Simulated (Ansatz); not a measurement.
This geometry of ClGaH3N (6 atoms, charge 0, multiplicity 1) is a first-order saddle point.

All numbers below come from Ansatz 0.2.0, RKS CAM-B3LYP/def2-SVPD.

```xyz
6
Properties=species:S:1:pos:R:3
Ga -0.446 -0.300 0.598
H 1.032 -0.242 1.262
Cl 2.017 0.399 -0.013
N -1.521 -0.014 -0.821
H -2.515 -0.204 -0.838
H -1.181 0.360 -1.699
```

(1) Which two structures does it join? (They come from a converged band through this point; their orientation in space is the band's.)

(2) How far does it lie above each of them?

## Answers

(1) Bonds broken: Ga1–H2, Ga1–Cl3. Bonds formed: H2–Cl3. ClGaH3N becomes ClH + GaH2N.

First end point:

```xyz
6
Properties=species:S:1:pos:R:3
Ga 0.105 -0.077 0.333
H 0.083 -0.514 1.808
Cl 1.974 0.523 -0.584
N -1.302 0.005 -0.786
H -2.250 -0.237 -0.532
H -1.225 0.300 -1.750
```

Last end point:

```xyz
6
Properties=species:S:1:pos:R:3
Ga -0.398 -0.009 -0.217
H 1.887 0.055 0.954
Cl 3.053 0.093 1.544
N -2.041 -0.039 -1.084
H -2.918 -0.312 -0.651
H -2.198 0.212 -2.056
```

(2) 230.0 kJ/mol above the first and 85.7 kJ/mol above the second. This is the barrier of this one path; another mechanism may lie lower. The orbitals stay closed-shell, which can raise the energy where a bond breaks towards radicals; this wasn't checked here.

Time of the run: 3.3 min on 4 threads of Intel(R) Xeon(R) 6975P-C (Granite Rapids), on a shared host, peak memory 0.33 GiB.
